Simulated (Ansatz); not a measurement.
`B[SiH2]CF` + H₂O → `B[SiH2]O` + fluoromethane at 500 K and 1 bar (formal hydrolysis of the Si–C bond).

Calculated with Ansatz (gas phase, PBE0-D4/def2-TZVP geometries, no zero-point term in ΔE). CCSD(T)/CBS adds triple-zeta CCSD(T) − MP2 to the extrapolated MP2 energy (def2 sets, frozen cores). This one scheme is used for every species. One conformer a species, not always the lowest.

```csv
species,CCSD(T)/CBS energy (Eh),H − E (kJ/mol),S (J/(mol·K))
`B[SiH2]CF`,-455.26817,217.8,399.7
H₂O,-76.37941,73.2,206.3
`B[SiH2]O`,-392.05150,169.7,351.6
`CF`,-139.63461,122.2,244.8
```

H − E and S are ideal-gas, rigid-rotor, harmonic terms from PBE0-D4/def2-TZVP, for one conformer and one mirror image of each species. 1 Eh = 2625.50 kJ/mol, R = 8.31446 J/(mol·K).

Q: By hand: ΔE, ΔH, ΔS and ΔG.

A: ΔE = (-392.05150) + (-139.63461) − (-455.26817) − (-76.37941) = -0.03853 Eh = -101.2 kJ/mol. Δ(H − E) = 169.7 + 122.2 − 217.8 − 73.2 = 0.9, so ΔH = -100.3 kJ/mol. ΔS = 351.6 + 244.8 − 399.7 − 206.3 = -9.6 J/(mol·K). ΔG = -100.3 − 500 × (-9.6)/1000 = -95.5 kJ/mol.

Q: By hand: the equilibrium constant, and the temperature at which ΔG would vanish if ΔH and ΔS stayed fixed.

A: log₁₀ K = −ΔG/(RT ln 10) = 10.0. ΔG = 0 at ΔH/ΔS = 10448 K, far beyond where these terms or the molecules hold.

The number of gas molecules stays the same, so ΔS is small and ΔH decides. A doubt of 5 kJ/mol in ΔE shifts log₁₀ K by 0.5 here. Other conformers and mirror images would add mixing entropy, several J/(mol·K) or more a flexible species. Modes under 60 cm⁻¹, often nearly free rotors, make the harmonic entropy too high. These are equilibria of isolated gas molecules and say nothing of rates. Largest T1 diagnostic: 0.012 (customary marks: 0.02 for closed shells, 0.045 for open ones).
